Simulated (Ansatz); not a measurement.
Compare A (`C[SiH2][SiH]1C=N1`) with its isomer B (`[SiH3]/N=C1\C[SiH2]1`).

Computed with Ansatz on PBE0-D4/def2-TZVP structures; ΔE is electronic, products minus reactants. CBS: MP2 limit from def2 TZ/QZ plus the TZ coupled-cluster correction, frozen cores. DFT in def2-TZVPP. B3LYP here is the variant with VWN-RPA as its local correlation; programs differ in this. One conformer a species, not always the lowest.

(1) Which isomer does CCSD(T)/CBS put lower? Give the gap. (Best estimate.)

(2) Give E(B) − E(A) in kJ/mol with CCSD(T)/def2-TZVPP, B2PLYP, ωB97M-V, B3LYP, PBE0-D4, CCSD/def2-TZVPP, HF/def2-TZVPP. (An estimate is asked.)

Largest T1 diagnostic: 0.016.

Results:

(1) The calculation gave: A, by 68.6 kJ/mol.

(2) The calculation gave: CCSD(T)/def2-TZVPP 67.4, B2PLYP 62.0, ωB97M-V 62.2, B3LYP 59.4, PBE0-D4 67.6, CCSD/def2-TZVPP 65.4, HF/def2-TZVPP 55.5. None reverses the order clearly.

In def2-TZVPP, CCSD(T) changes the Hartree–Fock value by +11.9 kJ/mol (the triples alone add +2.0 kJ/mol) and MP2 by +8.8 kJ/mol.
